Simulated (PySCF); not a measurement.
Levels of Gd⁴⁵⁺ from EOM-EA-GCCSD

Reference: closed-shell Gd⁴⁶⁺, [Ar]; one electron is added. Calculated with PySCF 2.14, two-component X2C-1e with screened spin-orbit coupling, an uncontracted even-tempered set (18 s from 3.9 bohr⁻², ratio 2.6; 14 p from 5 bohr⁻², ratio 2.6; 5 d from 5.1 bohr⁻², ratio 2.8; 3 f from 83 bohr⁻², ratio 2.8); frozen [Ne]; the 62 highest virtual spinors dropped; of the others 50 kept and the rest restored at second order. No Breit or QED terms. Binding energies in eV.

```json
{"level": "3d3/2", "Koopmans": "3655.3"}
{"level": "3d5/2", "Koopmans": "3617.6"}
```

Task: How does correlation move these levels?

Result: 3d3/2: second order 3656.6, EOM-CCSD 3656.3; 3d5/2: second order 3618.6, EOM-CCSD 3618.4.

For comparison, the ionisation energy of Gd⁴⁵⁺ is 3660 ± 4 eV (theoretical estimate listed by NIST; NIST Atomic Spectra Database, ionization energies).

Only part of the computed levels is shown.
